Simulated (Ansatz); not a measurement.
`[CH3][InH][CH2]Br` and `CBCBr` differ in one element.

Ansatz, PBE0-D4/def2-TZVP geometries, multiplicity 1. Each molecule was computed in one conformer, which needn't be the lowest.

Elements past krypton have def2 core potentials. Scalar relativity is left out up to krypton.

```
                                      property  `[CH3][InH][CH2]Br`
             LUMO energy (PBE/def2-TZVPP) / eV                -2.00
         LUMO energy (ωB97M-V/def2-TZVPP) / eV                 0.15
       HOMO–LUMO gap (ωB97M-V/def2-TZVPP) / eV                 9.38
         HOMO energy (ωB97M-V/def2-TZVPP) / eV                -9.22
size of the dipole moment (PBE/def2-TZVPP) / D                 1.76
          HOMO–LUMO gap (PBE0/def2-TZVPP) / eV                 5.79
```

**Question.** Give the same properties after the change, and the shifts. (Estimate.)

**Answer.** Ansatz gave: 
| property | `CBCBr` | shift |
| --- | --- | --- |
| LUMO energy (PBE/def2-TZVPP) / eV | -1.98 | 0.02 |
| LUMO energy (ωB97M-V/def2-TZVPP) / eV | 0.94 | 0.79 |
| HOMO–LUMO gap (ωB97M-V/def2-TZVPP) / eV | 11.37 | 1.99 |
| HOMO energy (ωB97M-V/def2-TZVPP) / eV | -10.44 | -1.22 |
| size of the dipole moment (PBE/def2-TZVPP) / D | 1.27 | -0.49 |
| HOMO–LUMO gap (PBE0/def2-TZVPP) / eV | 7.24 | 1.45 |

With PBE0 the HOMO falls by 1.16 eV and the LUMO rises by 0.28 eV, so the gap widens by about 1.44 eV. PBE moves the HOMO by -1.07 eV and ωB97M-V by -1.22 eV. Dipoles are sizes alone; their direction can turn.

Spin–orbit coupling is left out; it splits and shifts lone-pair levels of the heavy atoms by tenths of an eV.
